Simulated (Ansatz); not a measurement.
Molecular dynamics of ClGeH₂S, charge +1

Input:

```yaml
crystal:
  periodic: [false, false, false]
  atoms:
    - { symbol: S, position_ang: [-1.453295, -0.464513, -0.587227] }
    - { symbol: Ge, position_ang: [0.484539, -0.038354, 0.212194] }
    - { symbol: Cl, position_ang: [1.588836, -1.694253, 0.828953] }
    - { symbol: H, position_ang: [-1.731999, 0.848822, -0.818893] }
    - { symbol: H, position_ang: [1.111919, 1.348299, 0.364973] }
total_charge: 1
basis:
  gaussian: { orbitals: def2-SVP }
hamiltonian:
  xc: b3lyp
  dispersion: d4
md:
  timestep: 0.5
  n_steps: 300
  ensemble: nvt_langevin
  temperature: 1000.0
  initial_velocities: maxwell_boltzmann
  seed: 316848
  friction: 0.001
```

Launched with:

```bash
$ ansatz run input.yaml --threads 1 --pin off --max-ram 2048MiB --backend cpu --events-out ev --progress --plain --runs-dir out
```

It starts from a relaxed structure.

Output, in part (step lines, the closing report, with atoms numbered from 0):

```
md step     0: t =     0.00 fs  T =   800.0 K  F+E_penalty+E_count = -79889.89234981 eV  E_kin = 0.517040 eV  (25 SCF iters)
[... lines left out ...]
Total energy: -79889.70612258 eV, -2935.8925488171 hartree
Atom 0 at    -0.913491    -1.052927    -1.098981 Å, force    -0.320949     0.851848    -0.790547 eV/Å
Atom 1 at     0.340394    -0.112042     0.376544 Å, force    -0.828824     0.505700    -1.392836 eV/Å
Atom 2 at     1.436028    -1.414358     1.496352 Å, force     0.489400    -0.513117     0.712431 eV/Å
Atom 3 at    -1.254056     0.097844    -1.892091 Å, force     0.444167    -1.059606     1.130812 eV/Å
Atom 4 at     0.459303     1.400018     0.354766 Å, force     0.216206     0.215174     0.340140 eV/Å
Dipole moment:    -0.195491     0.564510    -0.251332 e Å
```

The steps, from the saved trajectory:

```
time (fs)  T (K)  potential energy less start (eV)
      0.0    800                             0.000
      5.0    643                             0.113
     10.0    572                             0.199
     15.0    494                             0.220
     20.0    403                             0.272
     25.0    575                             0.161
     30.0    504                             0.181
     35.0    375                             0.277
     40.0    604                             0.152
     45.0    646                             0.133
     50.0    544                             0.187
     55.0    604                             0.201
     60.0    426                             0.286
     65.0    561                             0.187
     70.0    690                             0.143
     75.0    533                             0.223
     80.0    388                             0.363
     85.0    302                             0.424
     90.0    496                             0.293
     95.0    777                             0.124
    100.0    790                             0.171
    105.0    617                             0.258
    110.0    504                             0.300
    115.0    606                             0.214
    120.0    771                             0.133
    125.0    603                             0.246
    130.0    351                             0.418
    135.0    358                             0.397
    140.0    666                             0.214
    145.0    646                             0.192
    150.0    772                             0.186
```

The run went to its last step. The mean temperature of the second half is 43 % below the set value. A run of 0.15 ps of so small a system gives no equilibrium averages. Limits of this set-up: the dipole of an ion depends on the origin.

The same pairs are bonded in the first frame and the last. Pairs count as bonded within 1.25 times the sum of covalent radii (0.12 Å more for H–H).

Last frame:

```xyz
5
Properties=species:S:1:pos:R:3
S -0.913 -1.053 -1.099
Ge 0.340 -0.112 0.377
Cl 1.436 -1.414 1.496
H -1.254 0.098 -1.892
H 0.459 1.400 0.355
```

The run took 14 min on 1 CPU thread of a shared host.
